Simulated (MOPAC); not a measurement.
MOPAC input (PM7):

```
PM7 FORCE THERMO(298,298) PRECISE LET UHF MS=0.5 GEO-OK AUX(PRECISION=9) THREADS=1
H4BN2O

N     1.33476246 1   -0.68130625 1    0.05909227 1
B     0.02855377 1   -0.05918529 1    0.02021439 1
N    -1.20427443 1   -0.71060003 1    0.13473299 1
O    -0.05488832 1    1.34644322 1   -0.26307254 1
H     1.84414619 1   -0.85792223 1    0.88328277 1
H    -2.05567028 1   -0.23558662 1   -0.07081142 1
H    -1.31378907 1   -1.67993284 1    0.30888024 1
H     0.78337252 1    1.77731607 1   -0.43881068 1
```

From the output:

```
     H    8   0.035587   4.361813

          HEAT OF FORMATION =     -67.954257 KCALS/MOLE

          ZERO POINT ENERGY      31.175 KCAL/MOL

           NORMAL COORDINATE ANALYSIS (Total motion = 1 Angstrom)

   Root No.       1         2         3         4         5         6         7         8

                 1 A       2 A       3 A       4 A       5 A       6 A       7 A       8 A

                 276.3     329.9     341.6     352.1     447.8     503.3     631.8     753.6

           1   -0.0018   -0.0102   -0.0527    0.0352    0.0350   -0.0011    0.0005    0.1231
           2    0.0090    0.1264   -0.0169   -0.0180    0.0160    0.0060   -0.0067    0.0028
           3    0.0011    0.0037    0.0005   -0.0069   -0.0263   -0.0026    0.0010    0.0586
           4   -0.0007   -0.0041   -0.0545    0.0308   -0.0061   -0.0041    0.0094   -0.0570
           5   -0.0373   -0.0611    0.0165    0.0115   -0.0105    0.0019    0.0030    0.0004
           6    0.0028   -0.0091    0.0040   -0.0031    0.1664   -0.0522    0.0423   -0.0844
           7   -0.0303   -0.0545    0.0430    0.0010   -0.0087    0.0002   -0.0142   -0.0361
           8   -0.0073   -0.0265   -0.0533    0.0393   -0.0041   -0.0051    0.0036   -0.0250
           9    0.0245   -0.0022    0.0081    0.0247   -0.0311   -0.0046   -0.0681    0.0087
          10    0.0338    0.0602    0.0305   -0.0428    0.0009    0.0027    0.0020   -0.0226
          11   -0.0093   -0.0240    0.0674   -0.0237    0.0025    0.0003   -0.0029    0.0275
          12   -0.0259   -0.0073   -0.0222   -0.0349   -0.0313    0.0165   -0.0168    0.0123
          13   -0.0087    0.0202   -0.0649    0.0193   -0.2593    0.0036   -0.0264   -0.2984
          14    0.5484   -0.2491   -0.0495   -0.1179   -0.0785   -0.0323    0.0721    0.0060
          15   -0.0295    0.0434   -0.0066   -0.0144   -0.2402    0.0008   -0.0223   -0.2764
          16   -0.0413   -0.0367    0.0372    0.0038   -0.0563   -0.0381    0.0670   -0.0256
          17    0.0327    0.0251   -0.1902    0.0875   -0.0101    0.0419   -0.0207   -0.1078
          18   -0.0609    0.0894    0.0162    0.0263   -0.2973   -0.2385    0.4301    0.1106
          19   -0.0716   -0.1217    0.1565   -0.0665    0.0043    0.0342    0.0462    0.0167
          20   -0.0177   -0.0451   -0.0124    0.0269   -0.0062   -0.0208    0.0019   -0.0109
          21   -0.0346   -0.0571   -0.0848   -0.1227    0.0509    0.4667    0.2527   -0.0341
          22    0.0400    0.1262    0.1056   -0.1102   -0.0031    0.0146   -0.0295    0.0687
          23   -0.0398   -0.0812   -0.0194   -0.0386    0.0033   -0.0263    0.0040   -0.0209
          24    0.1484    0.1166    0.2656    0.4515   -0.0043    0.1687    0.0852   -0.0264

   Root No.       9        10        11        12        13        14        15        16

                 9 A      10 A      11 A      12 A      13 A      14 A      15 A      16 A

                 832.8     925.3     980.2    1250.6    1346.3    1638.3    2769.4    2792.8

           1    0.0467   -0.0399    0.0033    0.0393   -0.0478    0.0030    0.0010    0.0377
           2   -0.0047   -0.0033   -0.0003   -0.0034   -0.0014    0.0009   -0.0005   -0.0021
           3   -0.0279    0.0200   -0.0060   -0.0146    0.0169    0.0006   -0.0016   -0.0463
           4    0.0310    0.0081   -0.0110   -0.1163    0.1723   -0.0074   -0.0059    0.0016
           5   -0.0378   -0.0249   -0.0112    0.1261    0.1619   -0.0080   -0.0079   -0.0000
           6    0.0284   -0.0125    0.0087    0.0262   -0.0140    0.0009   -0.0005   -0.0033
           7   -0.0156    0.0606   -0.0072    0.0182   -0.0707   -0.0296   -0.0017    0.0017
           8   -0.0562    0.0143    0.0621   -0.0330   -0.0804   -0.0405    0.0011    0.0004
           9   -0.0083   -0.0062    0.0028   -0.0048    0.0080    0.0029    0.0005   -0.0004
          10   -0.0668   -0.0163   -0.0257    0.0201   -0.0111   -0.0005   -0.0239    0.0002
          11    0.0840    0.0023   -0.0301   -0.0535   -0.0242    0.0022   -0.0424    0.0013
          12    0.0033    0.0010   -0.0035   -0.0069   -0.0026    0.0001   -0.0053    0.0002
          13    0.2419   -0.1920    0.0527    0.1493   -0.1768   -0.0024   -0.0104   -0.5274
          14    0.0159    0.0008    0.0130    0.0230    0.0126   -0.0052    0.0029    0.0319
          15    0.1237   -0.1002    0.0314    0.0757   -0.0894   -0.0045    0.0202    0.6781
          16   -0.0090    0.0689   -0.0176    0.0225   -0.0464    0.0253    0.0488   -0.0385
          17    0.0681    0.2372   -0.1584    0.1640   -0.0814    0.4643   -0.0010    0.0027
          18    0.0022    0.0436   -0.0116    0.0168   -0.0243    0.0096   -0.0080    0.0074
          19   -0.1377   -0.1664    0.2037   -0.1707   -0.0064    0.4326   -0.0044    0.0070
          20   -0.0941   -0.0559    0.1197   -0.0761   -0.0395    0.1416    0.0074   -0.0118
          21    0.0223    0.0037    0.0042    0.0084   -0.0342   -0.0652    0.0013   -0.0014
          22    0.2007    0.1738    0.3409    0.1272    0.2044    0.0011    0.4182   -0.0089
          23   -0.0722   -0.1050   -0.2345   -0.1073   -0.1056    0.0000    0.7411   -0.0187
          24   -0.0024   -0.0208   -0.0176   -0.0022   -0.0048   -0.0003    0.0918   -0.0024

   Root No.      17        18

                17 A      18 A

                2796.8    2838.1

           1    0.0013    0.0017
           2    0.0002    0.0000
           3   -0.0010   -0.0010
           4   -0.0035   -0.0023
           5    0.0005   -0.0046
           6    0.0004   -0.0000
           7   -0.0431   -0.0094
           8    0.0249   -0.0319
           9    0.0073    0.0012
          10    0.0007    0.0004
          11    0.0013    0.0020
          12    0.0002    0.0002
          13   -0.0116   -0.0162
          14   -0.0001    0.0006
          15    0.0150    0.0163
          16    0.5469    0.3425
          17   -0.0206   -0.0445
          18   -0.0909   -0.0558
          19    0.0871   -0.1896
          20   -0.3277    0.5256
          21   -0.0158    0.0362
          22   -0.0144   -0.0124
          23   -0.0259   -0.0214
          24   -0.0032   -0.0026

           MASS-WEIGHTED COORDINATE ANALYSIS (NORMAL COORDINATES)

   Root No.       1         2         3         4         5         6         7         8

                 1 A       2 A       3 A       4 A       5 A       6 A       7 A       8 A

                 276.3     329.9     341.6     352.1     447.8     503.3     631.8     753.6

           1   -0.0107   -0.0531   -0.3117    0.2126    0.1708   -0.0070    0.0030    0.5839
           2    0.0526    0.6571   -0.1003   -0.1086    0.0781    0.0379   -0.0411    0.0132
           3    0.0067    0.0191    0.0030   -0.0418   -0.1282   -0.0165    0.0062    0.2782
           4   -0.0038   -0.0185   -0.2834    0.1632   -0.0262   -0.0227    0.0512   -0.2375
           5   -0.1911   -0.2792    0.0856    0.0607   -0.0451    0.0107    0.0164    0.0018
           6    0.0145   -0.0417    0.0208   -0.0165    0.7128   -0.2908    0.2298   -0.3518
           7   -0.1770   -0.2836    0.2544    0.0059   -0.0423    0.0012   -0.0876   -0.1714
           8   -0.0426   -0.1379   -0.3151    0.2371   -0.0202   -0.0323    0.0220   -0.1184
           9    0.1431   -0.0113    0.0479    0.1487   -0.1514   -0.0294   -0.4209    0.0413
          10    0.2108    0.3344    0.1932   -0.2761    0.0044    0.0180    0.0133   -0.1145
          11   -0.0580   -0.1337    0.4265   -0.1530    0.0129    0.0019   -0.0195    0.1396
          12   -0.1612   -0.0403   -0.1407   -0.2248   -0.1632    0.1120   -0.1114    0.0626
          13   -0.0137    0.0282   -0.1030    0.0312   -0.3391    0.0061   -0.0438   -0.3797
          14    0.8583   -0.3475   -0.0786   -0.1908   -0.1027   -0.0550    0.1196    0.0076
          15   -0.0462    0.0606   -0.0105   -0.0234   -0.3141    0.0014   -0.0371   -0.3518
          16   -0.0647   -0.0512    0.0591    0.0061   -0.0736   -0.0649    0.1112   -0.0326
          17    0.0512    0.0350   -0.3020    0.1416   -0.0132    0.0714   -0.0343   -0.1372
          18   -0.0954    0.1247    0.0257    0.0425   -0.3887   -0.4060    0.7135    0.1407
          19   -0.1120   -0.1698    0.2484   -0.1075    0.0057    0.0582    0.0767    0.0212
          20   -0.0276   -0.0630   -0.0197    0.0435   -0.0082   -0.0354    0.0031   -0.0138
          21   -0.0542   -0.0796   -0.1346   -0.1986    0.0665    0.7946    0.4192   -0.0434
          22    0.0627    0.1761    0.1676   -0.1783   -0.0041    0.0249   -0.0490    0.0874
          23   -0.0623   -0.1132   -0.0309   -0.0624    0.0044   -0.0447    0.0067   -0.0266
          24    0.2322    0.1627    0.4217    0.7306   -0.0056    0.2872    0.1414   -0.0336

   Root No.       9        10        11        12        13        14        15        16

                 9 A      10 A      11 A      12 A      13 A      14 A      15 A      16 A

                 832.8     925.3     980.2    1250.6    1346.3    1638.3    2769.4    2792.8

           1    0.2568   -0.2821    0.0211    0.1998   -0.1864    0.0165    0.0043    0.1581
           2   -0.0259   -0.0233   -0.0019   -0.0175   -0.0056    0.0049   -0.0023   -0.0089
           3   -0.1533    0.1415   -0.0382   -0.0741    0.0658    0.0031   -0.0069   -0.1940
           4    0.1496    0.0506   -0.0617   -0.5186    0.5904   -0.0355   -0.0221    0.0059
           5   -0.1826   -0.1544   -0.0629    0.5624    0.5548   -0.0384   -0.0294   -0.0001
           6    0.1372   -0.0777    0.0490    0.1167   -0.0481    0.0045   -0.0018   -0.0122
           7   -0.0857    0.4283   -0.0462    0.0924   -0.2758   -0.1622   -0.0070    0.0070
           8   -0.3089    0.1010    0.3966   -0.1676   -0.3137   -0.2216    0.0048    0.0015
           9   -0.0459   -0.0436    0.0179   -0.0243    0.0311    0.0161    0.0020   -0.0017
          10   -0.3926   -0.1232   -0.1753    0.1091   -0.0463   -0.0026   -0.1082    0.0009
```
